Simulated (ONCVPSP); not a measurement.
Plane-wave convergence, ONCV potential for Zr

```
Element                 : Zr
Generator               : ONCVPSP 4.0.1
Type                    : optimised norm-conserving Vanderbilt (ONCV)
Functional              : PBE
Relativity              : non-relativistic
Frozen core             : [Ar] 3d10
Valence charge          : 12
Reference configuration : 4s2 4p6 4d2 (charge +2)
Partial waves           : 4s: rc 1.85 bohr, ncon 3, nbas 6, qcut 5.9 1/bohr, local; 4p: rc 1.85 bohr, ncon 4, nbas 7, qcut 7.7 1/bohr, 3 projectors, debl 3.5 Ha; 4d: rc 2.50 bohr, ncon 3, nbas 8, qcut 5.4 1/bohr, 2 projectors, debl 1.4 Ha
Local potential         : the s channel
Core correction         : none
```

Question: For each optimised wave give the share of its norm inside rc, the residual kinetic energy above qcut (Ha) and the cutoffs (Ha) for errors of 10, 1, 0.1 and 0.01 mHa per electron.

Answer:

```tsv
wave	norm inside rc	residual KE	10 mHa	1 mHa	0.1 mHa	0.01 mHa
4s	0.915	1.4e-05	9.2	12.7	15.2	22.9
4p	0.844	2.0e-07	7.2	15.8	21.2	24.8
p projector 2	0.089	4.1e-06	7.8	18.4	24.6	28.4
p projector 3	0.067	5.6e-05	12.5	22.8	28.6	41.9
4d	0.768	4.9e-06	8.4	10.7	12.6	14.3
d projector 2	0.140	3.3e-05	9.1	11.6	13.7	20.7
```

The occupied waves need 16 Ha and 21 Ha for 1 and 0.1 mHa. Its largest configuration-test error is +1508 meV.
